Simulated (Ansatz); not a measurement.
BrClH4OSi2 (`O[Si]([SiH3])(Cl)Br`) at its PBE0-D4/def2-TZVP geometry, where that method's forces vanish. The species carries charge 0 and has multiplicity 1.

```xyz
9

O    -1.8239    0.6714    0.1034
Si   -0.4718   -0.0436    0.6615
Si    1.1100   -0.1320   -1.0456
Cl   -0.9019   -1.9322    1.3496
Br    0.3280    1.0938    2.3990
H    -2.5623    0.8027    0.7030
H     2.3231   -0.7948   -0.5058
H     0.5650   -0.9150   -2.1837
H     1.4339    1.2497   -1.4814
```

What forces (eV/Å) does r2SCAN-D4/def2-TZVPP give on these atoms in Ansatz? (An estimate is asked.)

Ansatz gave: 
```
O1  -0.036  0.026 -0.056
Si2  0.050 -0.004 -0.047
Si3 -0.012  0.005  0.005
Cl4 -0.022 -0.099  0.018
Br5  0.044  0.063  0.073
H6  -0.027  0.010  0.015
H7  -0.017  0.013 -0.017
H8   0.018  0.012  0.010
H9   0.003 -0.024 -0.001
```
